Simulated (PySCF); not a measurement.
Ag₃Cl₃, optimised at GFN2-xTB:

```xyz
6

Ag     0.9257    -1.4136     0.1893
Cl     2.6776     0.1433    -0.0673
Ag     0.7537     1.5061    -0.0615
Cl    -1.4821     2.2501     0.0203
Ag    -1.6926    -0.0874     0.2445
Cl    -1.2087    -2.3884     0.4191
```

Method: PySCF energies (xtb for GFN2) plus ideal-gas RRHO corrections (1 bar). All species are closed-shell singlets. Ag: scalar-relativistic def2 core potential, no spin-orbit coupling.

Problem. List the harmonic frequencies (cm⁻¹, unscaled) at this level and at the other levels, each on its own geometry.

Solution. 
- GFN2-xTB: 59, 59, 73, 73, 81, 107, 157, 157, 204, 232, 268, 268
- PBE/def2-SVP: 57, 58, 74, 74, 86, 105, 182, 182, 238, 269, 315, 315
- PBE0/def2-TZVP: 60, 60, 72, 72, 90, 99, 189, 189, 246, 270, 310, 310
